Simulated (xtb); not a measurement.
Calculation: GFN2-xTB in xtb.

```
xtb start.xyz --ohess tight --gfn 2 --chrg 0 --uhf 0 --iterations 400

# start.xyz
8

C     -1.170406    -0.081423     0.017936
C      0.258911     0.269838     0.027301
B      1.243623     1.453071    -0.228915
B      1.730447    -0.156799     0.256924
H     -1.577379    -0.099253     1.043055
H     -1.780618     0.611995    -0.590744
H     -1.278089    -1.062984    -0.452586
H      2.573512    -0.934444    -0.072969
```

Output:

```
[...]
         4        2.0000           -0.4714241             -12.8281
         5        2.0000           -0.4668439             -12.7035
         6        2.0000           -0.4393393             -11.9550
         7        2.0000           -0.3627759              -9.8716
         8        2.0000           -0.3615956              -9.8395
         9        2.0000           -0.3527594              -9.5991 (HOMO)
        10                         -0.2433859              -6.6229 (LUMO)
        11                         -0.1797247              -4.8906
        12                         -0.1177633              -3.2045
        13                          0.0589673               1.6046
        14                          0.1532694               4.1707
       ...                                ...                  ...
        20                          1.1435402              31.1173
      -------------------------------------------------------------
                  HL-Gap            0.1093736 Eh            2.9762 eV
             Fermi-level           -0.2980727 Eh           -8.1110 eV


         :::::::::::::::::::::::::::::::::::::::::::::::::::::
         ::                     SUMMARY                     ::
         :::::::::::::::::::::::::::::::::::::::::::::::::::::
         :: total energy              -8.649778334865 Eh    ::
         :: gradient norm              0.000091705331 Eh/a0 ::
         :: HOMO-LUMO gap              2.976205910475 eV    ::
         ::.................................................::
         :: SCC energy                -8.810200162747 Eh    ::
         :: -> isotropic ES            0.030525993963 Eh    ::
         :: -> anisotropic ES          0.003868500812 Eh    ::
         :: -> anisotropic XC         -0.000408303519 Eh    ::
         :: -> dispersion             -0.003340128107 Eh    ::
         :: repulsion energy           0.160421827882 Eh    ::
         :: add. restraining           0.000000000000 Eh    ::
         :: total charge              -0.000000000000 e     ::
         :::::::::::::::::::::::::::::::::::::::::::::::::::::

           -------------------------------------------------
          |                Numerical Hessian                |
           -------------------------------------------------
step length          :   0.00500
SCC accuracy         :   0.30000
Hessian scale factor :   1.00000
frozen atoms in %    :   0.00000    0
RMS gradient         :   0.00009
estimated CPU  time      0.00 min
estimated wall time      0.00 min

writing file <hessian>.

 projected vibrational frequencies (cm⁻¹)
eigval :       -0.00    -0.00    -0.00     0.00     0.00     0.00
eigval :       42.17   317.45   367.74   669.56   670.65   752.75
eigval :      941.05  1006.39  1053.63  1299.84  1393.36  1477.56
eigval :     1479.60  1774.12  2714.58  2967.21  2974.83  2988.36
           -------------------------------------------------
          |                Property Printout                |
           -------------------------------------------------

    * Orbital Energies and Occupations

         #    Occupation            Energy/Eh            Energy/eV
      -------------------------------------------------------------
         1        2.0000           -0.5874759             -15.9860
         2        2.0000           -0.5343477             -14.5403
         3        2.0000           -0.4740928             -12.9007
         4        2.0000           -0.4714240             -12.8281
         5        2.0000           -0.4668439             -12.7035
         6        2.0000           -0.4393396             -11.9550
         7        2.0000           -0.3627758              -9.8716
         8        2.0000           -0.3615956              -9.8395
         9        2.0000           -0.3527594              -9.5991 (HOMO)
        10                         -0.2433856              -6.6229 (LUMO)
        11                         -0.1797249              -4.8906
        12                         -0.1177631              -3.2045
        13                          0.0589672               1.6046
        14                          0.1532695               4.1707
        15                          0.2002638               5.4495
        16                          0.2323735               6.3232
        17                          0.2435702               6.6279
        18                          0.3026283               8.2349
        19                          0.6219846              16.9251
        20                          1.1435403              31.1173
      -------------------------------------------------------------
                  HL-Gap            0.1093737 Eh            2.9762 eV
             Fermi-level           -0.2980725 Eh           -8.1110 eV

     #   Z          covCN         q      C6AA      α(0)
     1   6 C        3.751    -0.093    22.328     6.739
     2   6 C        2.784    -0.139    31.535     9.198
     3   5 B        1.886     0.105    40.774    13.445
     4   5 B        2.819     0.142    19.116     7.304
     5   1 H        0.924     0.032     2.564     2.504
     6   1 H        0.924     0.030     2.581     2.512
     7   1 H        0.924     0.027     2.624     2.533
     8   1 H        0.942    -0.105     5.746     3.748

 Mol. C6AA /au·bohr⁶  :        793.982717
 Mol. C8AA /au·bohr⁸  :      21844.088234
 Mol. α(0) /au        :         47.982666

Wiberg/Mayer (AO) data.
largest (>0.10) Wiberg bond orders for each atom

 ---------------------------------------------------------------------------
     #   Z sym  total        # sym  WBO       # sym  WBO       # sym  WBO
 ---------------------------------------------------------------------------
     1   6 C    3.997 --     2 C    1.053     7 H    0.975     6 H    0.969
                             5 H    0.966
     2   6 C    3.948 --     3 B    1.822     4 B    1.062     1 C    1.053
     3   5 B    3.355 --     2 C    1.822     4 B    1.448
     4   5 B    3.521 --     3 B    1.448     2 C    1.062     8 H    0.975
     5   1 H    0.999 --     1 C    0.966
     6   1 H    0.999 --     1 C    0.969
     7   1 H    0.999 --     1 C    0.975
     8   1 H    0.989 --     4 B    0.975
 ---------------------------------------------------------------------------

Topologies differ in total number of bonds
Writing topology from bond orders to xtbtopo.mol

molecular dipole:
                 x           y           z       tot (Debye)
 q only:        0.137       0.337       0.007
   full:       -0.289       0.357       0.006       1.167
molecular quadrupole (traceless):
                xx          xy          yy          xz          yz          zz
 q only:        0.116       2.244       0.096      -0.003       0.012      -0.213
  q+dip:       -1.695       1.501       3.778      -0.017       0.026      -2.083
   full:       -2.769       1.775       2.487      -0.039       0.010       0.282

           -------------------------------------------------
          |                Geometry Summary                 |
           -------------------------------------------------

      molecular mass/u    :       49.6752909
   center of mass at/Å    :        0.3985555       0.3509272       0.0020737
  moments of inertia/u·Å² :        0.1902001E+02   0.7533450E+02   0.9121737E+02
rotational constants/cm⁻¹ :        0.8863105E+00   0.2237704E+00   0.1848073E+00

 * 7 selected distances

     #   Z          #   Z                                           value/Å
     1   6 C        2   6 C                                       1.4748028
     2   6 C        3   5 B                                       1.3950388
     3   5 B        4   5 B                                       1.5077097 (max)
     1   6 C        5   1 H                                       1.0923549
     1   6 C        6   1 H                                       1.0920273
     1   6 C        7   1 H                                       1.0913345 (min)
     4   5 B        8   1 H                                       1.1609986
Molecule has no symmetry elements
It seems to be the C1 point group

 * 5 distinct bonds (by element types)

   Z      Z             #   av. dist./Å        max./Å        min./Å
   1 H    5 B           1     1.1609986     1.1609986     1.1609986
   5 B    5 B           1     1.5077097     1.5077097     1.5077097
   1 H    6 C           3     1.0919055     1.0923549     1.0913345
   5 B    6 C           1     1.3950388     1.3950388     1.3950388
   6 C    6 C           1     1.4748028     1.4748028     1.4748028

           -------------------------------------------------
          |               Frequency Printout                |
           -------------------------------------------------
 projected vibrational frequencies (cm⁻¹)
eigval :       -0.00    -0.00    -0.00     0.00     0.00     0.00
eigval :       42.17   317.45   367.74   669.56   670.65   752.75
eigval :      941.05  1006.39  1053.63  1299.84  1393.36  1477.56
eigval :     1479.60  1774.12  2714.58  2967.21  2974.83  2988.36
 reduced masses (amu)
   1:  9.56   2: 10.22   3: 10.36   4:  9.93   5:  9.99   6:  7.67   7:  2.27   8:  8.14
   9:  9.56  10:  8.78  11:  3.82  12:  4.38  13:  9.77  14:  4.36  15:  5.19  16: 10.23
  17:  3.09  18:  1.56  19:  1.58  20: 11.39  21:  2.08  22:  1.92  23:  1.89  24:  1.29
 IR intensities (km·mol⁻¹)
   1:  0.10   2:  0.35   3:  0.37   4:  0.32   5:  0.24   6:  2.02   7:  0.11   8:  3.19
   9:  3.69  10: 45.66  11: 41.90  12: 19.17  13: 53.92  14:  1.27  15: 15.12  16: 27.65
  17:  1.14  18:  6.00  19:  2.38  20: 33.22  21:167.00  22: 37.70  23: 44.41  24: 29.22
 Raman intensities (Ä⁴*amu⁻¹)
   1:  0.00   2:  0.00   3:  0.00   4:  0.00   5:  0.00   6:  0.00   7:  0.00   8:  0.00
   9:  0.00  10:  0.00  11:  0.00  12:  0.00  13:  0.00  14:  0.00  15:  0.00  16:  0.00
  17:  0.00  18:  0.00  19:  0.00  20:  0.00  21:  0.00  22:  0.00  23:  0.00  24:  0.00
 output can be read by thermo (or use thermo option).
 writing <g98.out> molden fake output.
 recommended (thermochemical) frequency scaling factor: 1.0
           -------------------------------------------------
          |             Thermodynamic Functions             |
           -------------------------------------------------

c1  symmetry found (for desy threshold:  0.10E+00) used in thermo

          ...................................................
          :                      SETUP                      :
          :.................................................:
          :  # frequencies                          18      :
          :  # imaginary freq.                       0      :
          :  linear?                             false      :
          :  only rotor calc.                    false      :
          :  symmetry                               c1      :
          :  rotational number                       1      :
          :  scaling factor                  1.0000000      :
          :  rotor cutoff                   50.0000000 cm⁻¹ :
          :  imag. cutoff                  -20.0000000 cm⁻¹ :
          :.................................................:

    mode    ω/cm⁻¹     T·S(HO)/kcal·mol⁻¹    T·S(FR)/kcal·mol⁻¹   T·S(vib)
   ------------------------------------------------------------------------
       1     42.17    -1.53679 ( 33.60%)    -1.10510 ( 66.40%)    -1.25014
   ------------------------------------------------------------------------

   temp. (K)  partition function   enthalpy   heat capacity  entropy
                                   cal/mol     cal/K/mol   cal/K/mol   J/K/mol
 298.15  VIB   9.57                 1304.751      8.596      7.903
         ROT  0.276E+05              888.752      2.981     23.303
         INT  0.264E+06             2193.504     11.577     31.206
         TR   0.339E+27             1481.254      4.968     37.615
         TOT                        3674.7577    16.5453    68.8213   287.9482

       T/K    H(0)-H(T)+PV         H(T)/Eh          T*S/Eh         G(T)/Eh
   ------------------------------------------------------------------------
    298.15    0.585610E-02    0.625617E-01    0.326992E-01    0.298625E-01
   ------------------------------------------------------------------------

         :::::::::::::::::::::::::::::::::::::::::::::::::::::
         ::                  THERMODYNAMIC                  ::
         :::::::::::::::::::::::::::::::::::::::::::::::::::::
         :: total free energy          -8.619915883216 Eh   ::
         ::.................................................::
         :: total energy               -8.649778334843 Eh   ::
         :: zero point energy           0.056705554602 Eh   ::
         :: G(RRHO) w/o ZPVE           -0.026843102975 Eh   ::
         :: G(RRHO) contrib.            0.029862451628 Eh   ::
         :::::::::::::::::::::::::::::::::::::::::::::::::::::

optimized geometry written to: xtbopt.xyz

           -------------------------------------------------
          | TOTAL ENERGY               -8.649778334843 Eh   |
          | TOTAL ENTHALPY             -8.587216681073 Eh   |
          | TOTAL FREE ENERGY          -8.619915883216 Eh   |
          | GRADIENT NORM               0.000091821650 Eh/α |
          | HOMO-LUMO GAP               2.976211120540 eV   |
           -------------------------------------------------

------------------------------------------------------------------------
```

Cost: about 0.11 core-seconds (a rough figure).
